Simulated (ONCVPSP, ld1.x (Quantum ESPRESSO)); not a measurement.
Potentials for nitrogen compared

Generated with ld1.x 7.5 (TM, RRKJ, ultrasoft, PAW), atompaw 4.2 or ONCVPSP 4.0.1. The cutoff is in Ry: for ld1.x and atompaw files where the sum of valence levels is converged to 10 mRy in a Bessel basis, for ONCV files where the hardest occupied wave has 1 mHa per electron of residual kinetic energy. The error is the largest all-electron minus pseudo excitation energy over each file’s own four to seven test configurations (ionisations up to +4, promotions, holes and added fractions of an electron), all of which were solved. The labels leave out finer settings (local radius, basis sizes, second energies), which also bear on the numbers. Spin-polarised tests are not counted. The rows are a selection from randomly drawn settings: files with unsolved tests, undetermined cutoffs or missed reference levels are left out.

```csv
potential,cutoff (Ry),largest error (meV),bound ghosts
"ONCV, BLYP, scalar-relativistic, rc 1.10/1.25 (sp), local smoothed, core correction yes, reference 2s1.75 2p3.25, qcut 5.4/7.6, projectors 2/1",142,+144,none
"ONCV, PBE, scalar-relativistic, rc 0.80/1.95 (sp), local smoothed, core correction yes, reference 2s2 2p3, qcut 8/8, projectors 1/1",59,+1031,none
"ONCV, LDA (Perdew-Zunger), non-relativistic, rc 0.85/2.55/2.30 (spd), local smoothed, core correction yes, reference 2s2 2p3, qcut 9.5/5.5/4.3, projectors 2/2/2",63,+4463,none
```

Problem. Fill in the row for N: ONCV, LDA (Perdew-Wang 92), non-relativistic, rc 1.10/2.05/1.70 (spd), local smoothed, core correction no, reference 2s2 2p3, qcut 5.8/5.7/6.3, projectors 3/1/2.

Solution. cutoff 96 Ry, largest error +2514 meV, bound ghosts: none.

Problem. Fill in the row for N: PAW, PBE, scalar-relativistic, rc 1.05/1.80/2.10 (spd), local smoothed, core correction yes, reference 2s2 2p3.

Solution. cutoff 21 Ry, largest error +18 meV, bound ghosts: none.
